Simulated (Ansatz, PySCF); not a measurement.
Sb(Br)(TeH)2 (BrH2SbTe2), SMILES [Br][Sb]([TeH])[TeH]. Atoms are numbered in the order given.

```xyz
6

Sb    -0.7351    -0.3999     0.7398
Br     1.4729    -0.8326     1.9478
Te    -0.3044     2.2013    -0.1069
H     -0.1754     2.7136     1.4748
Te    -0.1571    -1.3169    -1.8085
H     -1.1994    -2.5990    -1.5847
```
Charge 0, spin multiplicity 1.

The structure is a stationary point at PBE0-D3(BJ)/def2-SVP. The structure was generated by enumeration; whether it is a known compound was not checked. The def2 effective core potentials stand for the cores of Sb, Te; spin–orbit coupling is left out.

Two levels are set side by side: PBE-D3(BJ)/def2-SVP (Ansatz, a quantum-chemistry and plane-wave program) and PBE0-D3(BJ)/def2-SVP (Ansatz). Each level has its own optimised geometry; the coordinates shown are those of the second. Frequencies come from the Hessian of PySCF at each geometry. Differences are taken from unrounded values.

```
quantity                            PBE0-D3(BJ)  PBE-D3(BJ)  PBE-D3(BJ) minus PBE0-D3(BJ)
----------------------------------  -----------  ----------  ----------------------------
mean bond length (Å)                      2.285       2.311                         0.026
bond Sb1–Br2 (Å)                          2.554       2.586                         0.032
bond Sb1–Te3 (Å)                          2.769       2.800                         0.031
bond Sb1–Te5 (Å)                          2.769       2.802                         0.032
bond Te3–H4 (Å)                           1.668       1.685                         0.017
bond Te5–H6 (Å)                           1.667       1.685                         0.018
highest harmonic wavenumber (cm⁻¹)         2136        2044                           -92
mean harmonic wavenumber (cm⁻¹)             541         517                           -25
zero-point energy (kcal/mol)               9.29        8.87                         -0.42
```

GGA bonds tend to be longer and softer than those of functionals with exact exchange. Differences between two approximate levels are no errors against the true value.
